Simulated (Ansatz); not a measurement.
`O[Si]([SiH3])([SiH3])Cl` + HBr → `O[Si]([SiH3])(Cl)Br` + SiH₄ at 600 K and 1 bar (cleavage of the Si–Si bond).

Isolated molecules relaxed with PBE0-D4/def2-TZVP in Ansatz; ΔE leaves out vibrations. CCSD(T)/CBS is the MP2 limit (def2-TZVPP, def2-QZVPP) plus CCSD(T) − MP2 in def2-TZVPP, frozen cores. This one scheme is used for every species. For Br outer-core shells are correlated without core-valence functions, which leaves a few kJ/mol of doubt a bond. Scalar relativity is left out up to krypton. One conformer a species, not always the lowest.

```csv
species,CCSD(T)/CBS energy (Eh),H − E (kJ/mol),S (J/(mol·K))
`O[Si]([SiH3])([SiH3])Cl`,-1406.48895,257.6,539.8
HBr,-2573.91920,33.5,219.1
`O[Si]([SiH3])(Cl)Br`,-3688.98681,181.0,495.4
SiH₄,-291.46306,108.7,242.3
```

H − E and S are ideal-gas, rigid-rotor, harmonic terms from PBE0-D4/def2-TZVP, for one conformer and one mirror image of each species. 1 Eh = 2625.50 kJ/mol, R = 8.31446 J/(mol·K).

Problem. By hand: ΔE, ΔH, ΔS and ΔG.

Solution. ΔE = (-3688.98681) + (-291.46306) − (-1406.48895) − (-2573.91920) = -0.04172 Eh = -109.5 kJ/mol. Δ(H − E) = 181.0 + 108.7 − 257.6 − 33.5 = -1.4, so ΔH = -110.9 kJ/mol. ΔS = 495.4 + 242.3 − 539.8 − 219.1 = -21.2 J/(mol·K). ΔG = -110.9 − 600 × (-21.2)/1000 = -98.2 kJ/mol.

Problem. By hand: the equilibrium constant, and the temperature at which ΔG would vanish if ΔH and ΔS stayed fixed.

Solution. log₁₀ K = −ΔG/(RT ln 10) = 8.5. ΔG = 0 at ΔH/ΔS = 5231 K, far beyond where these terms or the molecules hold.

ΔH outweighs TΔS. A doubt of 5 kJ/mol in ΔE shifts log₁₀ K by 0.4 here. Other conformers and mirror images would add mixing entropy, several J/(mol·K) or more a flexible species. These are equilibria of isolated gas molecules and say nothing of rates. Largest T1 diagnostic: 0.013 (customary marks: 0.02 for closed shells, 0.045 for open ones).
